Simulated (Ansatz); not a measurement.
System: MgCl, charge 0, doublet. MgCl (SMILES [Mg][Cl], doublet).
B3LYP-D3(BJ)/def2-TZVP minimum from Ansatz (a program for electronic structure):
```xyz
2

Mg     0.0000     0.0000    -1.3021
Cl     0.0000     0.0000     0.9191
```
Charge 0, spin multiplicity 2.

Total energies in def2-QZVPP, 9 correlated electrons, 10 frozen orbitals. Radicals and triplets start from unrestricted determinants; spin-orbit coupling is neglected. Cores are frozen in correlated methods. No relativity. The spin of ClMg ([Mg][Cl], doublet) was assumed, and the state is the lowest solution found for it.

```tsv
method	program	energy (Eh)	minus CCSDT(Q) (mEh)
HF	Ansatz	-659.21062	256.13
MP2	Ansatz	-659.43835	28.40
CCSD	Ansatz	-659.45463	12.12
CCSD(T)	Ansatz	-659.46569	1.06
CCSDT(Q)	Ansatz	-659.46675	0.00
```

Rough core times of Ansatz's runs on a shared machine: CCSD(T) 30 s, CCSDT(Q) 30 min.
